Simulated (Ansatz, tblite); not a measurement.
## Group exchange: C3H6O2 + C2H6SSi → C2H6O2Si + C3H6S

Species: C3H6O2 (methyl acetate) `COC(C)=O`, singlet; C2H6SSi `C=CS[SiH3]`, singlet; C2H6O2Si `CC(=O)O[SiH3]`, singlet; C3H6S ((methylthio)ethene) `C=CSC`, singlet. The partners trade CH3 for SiH3: O–CH3 and S–SiH3 bonds give way to O–SiH3 and S–CH3.

Shapes, held fixed at every level: PBE0-D4/def2-TZVP. Flexible molecules stand in one conformer, not always the lowest. Programs: Ansatz 0.2.0, tblite 0.8.0. The zero-point and thermal change to 298 K, harmonic and unscaled (PBE0-D4/def2-TZVP), is -2.6 kJ/mol.

| level | kind | ΔH(298 K) (kJ/mol) | less CCSD(T)/CBS estimate |
| --- | --- | --- | --- |
| GFN2-xTB | semi-empirical | -74.3 | -5.7 |
| HF/def2-TZVPP | Hartree–Fock | -70.8 | -2.2 |
| r2SCAN-D4/def2-TZVPP | meta-GGA | -65.4 | +3.2 |
| PBE0-D4/def2-TZVPP | global hybrid | -60.4 | +8.2 |
| B2PLYP/def2-TZVPP | double hybrid | -68.8 | -0.2 |
| MP2/def2-SVP | perturbation theory | -58.3 | +10.3 |
| CCSD(T)/def2-TZVPP | coupled cluster or CI | -67.4 | +1.2 |
| CCSD/def2-TZVPP | coupled cluster or CI | -68.4 | +0.2 |
| CCSD(T)/CBS estimate | coupled cluster or CI | -68.6 | 0.0 |

The highest level, CCSD(T)/CBS estimate, gives ΔH(298 K) = -68.6 kJ/mol; the levels span -74.3 to -58.3. The column of differences is taken from that level and isn't an error. No measured value is set beside it here. The CBS estimate extrapolates MP2 from def2-TZVPP and def2-QZVPP and adds CCSD(T) − MP2 in the triple-zeta set, cores frozen.
